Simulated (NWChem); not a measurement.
# AlHOF2; SMILES [OH][Al]([F])[F]

```xyz
5

Al     0.0243    -0.0348     0.0000
F     -0.8271     1.3974     0.0000
F      1.6855     0.0272     0.0000
O     -0.7329    -1.5556     0.0000
H     -1.6985    -1.6460     0.0000
```
Atoms are numbered in this order, from 1.

Program: NWChem. Pople sets run with spherical d functions. STO-3G and 3-21G are far too small for this property and stand as cheap habits. Coordinates come from a PBE-D3(BJ)/def2-SVP optimisation. B3LYP is NWChem's, with the RPA form of VWN correlation. Field at 589 nm.

| level | isotropic polarisability (bohr³) | anisotropy (bohr³) |
|---|---|---|
| B3LYP/STO-3G | 12.5 | 11.7 |
| B3LYP/6-31G* | 20.3 | 6.3 |
| B3LYP/def2-SVP | ___ | 6.2 |
| B3LYP/def2-SVPD | 26.9 | 4.3 |
| B3LYP/aug-cc-pVDZ | 26.7 | 4.8 |

Q: Fill in the missing entries.

A: 
- B3LYP/def2-SVP, isotropic polarisability (bohr³): 19.4
